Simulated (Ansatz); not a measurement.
# Energy profile

The step: C₂H₅I (CCI) → C₂H₄ (C=C) + HI; bonds formed: I1–H8; bonds broken: I1–C2, C5–H8 (atoms numbered as in the saddle structure below).

```xyz
8
angstrom
I -0.5098 -2.4160 0.8588
C 0.8159 0.1206 -0.1849
H 1.4743 0.1300 0.6752
H 1.1629 -0.4201 -1.0571
C -0.4415 0.7118 -0.1467
H -0.6633 1.4071 0.6567
H -0.9755 0.8555 -1.0806
H -0.8631 -0.3888 0.2786
```

Electronic energies by CCSD(T) at an estimated basis limit (MP2 extrapolated from triple and quadruple zeta, plus CCSD(T) − MP2 in triple zeta), on PBE0-D4/def2-TZVP structures; C2H5I, singlet; no counterpoise correction. Computed with Ansatz 0.2.0 (basis: def2-TZVPP and def2-QZVPP); correlated methods freeze the cores. Filled d shells of the heavier atoms are correlated. Core potentials replace the inner electrons of the atoms past krypton. The def2 sets are not built for correlating such inner shells, so the correlated values are less sure here. Extrapolation: Hartree–Fock as exp(−7.88 √X), correlation as X^−2.97.

(1) Give the profile in kJ/mol, counted from the start structure. (An estimate is asked for; the value comes from the calculation.)

T1 diagnostic: at most 0.031. The T1 diagnostic is large here, which may signal multireference character or strong orbital relaxation, so CCSD(T) is less sure.

Answers

(1) Computed:
```json
{"point": "start structure", "kJ/mol": "0.0"}
{"point": "saddle", "kJ/mol": "252.1"}
{"point": "end structure", "kJ/mol": "101.8"}
{"point": "separated: HI (I1, H8; singlet) + C2H4 (linked as [CH2][CH2]; C2, H3, H4, C5, H6, H7; singlet)", "kJ/mol": "111.1"}
```

For scale, one of the runs: CCSD(T)/def2-TZVPP, 182 basis functions (an equivalent command: `ansatz run in.yaml --threads 4`). The run took 52 s on 4 CPU threads (shared host), with 2.1 GiB of host memory at its peak.
